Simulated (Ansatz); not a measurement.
Ansatz (a program for electronic structure) input (CCSD(T)/6-31G*):

Ansatz 0.2 input:
```yaml
crystal:
  periodic: [false, false, false]
  atoms:
    - {symbol: C, position_ang: [1.18568515, -0.00032916, -0.46617828]}
    - {symbol: C, position_ang: [0.18032070, -0.08185939, 0.39341782]}
    - {symbol: O, position_ang: [-1.18095614, 0.08485778, -0.01543692]}
    - {symbol: H, position_ang: [2.14850649, -0.15859626, 0.05200681]}
    - {symbol: H, position_ang: [0.15785057, -0.27079231, 1.47459053]}
    - {symbol: H, position_ang: [-1.05474301, 0.24365758, -0.96653919]}
basis:
  gaussian:
    orbitals: 6-31G*
total_charge: -1
magnetization: {spin_polarized: false}
correlation: {method: ccsd_t, electrons: outside_noble_gas}
```

End of the output:

```
integrals: 0.02 GiB planned
511 factors; integrals over basis functions are off by at most 7.6e-4 eV
mean field: 0.09 GiB planned
mean field evaluation 1: about -4138.9047 eV, gradient 3.0e1 eV
mean field evaluation 2: about -4138.9095 eV, gradient 3.0e1 eV
mean field evaluation 4: about -4141.6189 eV, gradient 3.2e0 eV
mean field evaluation 8: about -4141.6889 eV, gradient 2.3e-1 eV
mean field evaluation 16: about -4141.6726 eV, gradient 1.1e0 eV
mean field -4141.68936629 eV, -152.2042768734 hartree, gradient 5.7e-6 eV, S^2 0.000000; 0 other end points of the search recorded, 0 dependent functions left out
3 core orbitals not correlated
reference -4141.68936629 eV, -152.2042768734 hartree; 9, 9 occupied and 39, 39 virtual orbitals, 511 factors
second order -11.94546019 eV of doubles, -0.00000000 eV of singles
coupled cluster: 0.09 GiB planned
cycle   1  -12.15572677 eV  change   -2.1e-1 eV  update   8.8e-2
cycle   2  -12.50501862 eV  change   -3.5e-1 eV  update   2.8e-2
cycle   3  -12.59619284 eV  change   -9.1e-2 eV  update   1.6e-2
cycle   4  -12.59504616 eV  change    1.1e-3 eV  update   5.1e-3
cycle   5  -12.59372981 eV  change    1.3e-3 eV  update   2.5e-3
cycle   6  -12.59367438 eV  change    5.5e-5 eV  update   8.3e-4
cycle   7  -12.59316261 eV  change    5.1e-4 eV  update   2.7e-4
cycle   8  -12.59316141 eV  change    1.2e-6 eV  update   9.5e-5
cycle   9  -12.59320262 eV  change   -4.1e-5 eV  update   2.5e-5
cycle  10  -12.59319469 eV  change    7.9e-6 eV  update   8.8e-6
perturbative correction -0.40239537 eV, -0.0147877570 hartree
Total energy: -4154.68495635 eV, -152.6818559992 hartree
```

It need not be the lowest isomer of its formula. Whether it binds its extra electron was not tested at this geometry.
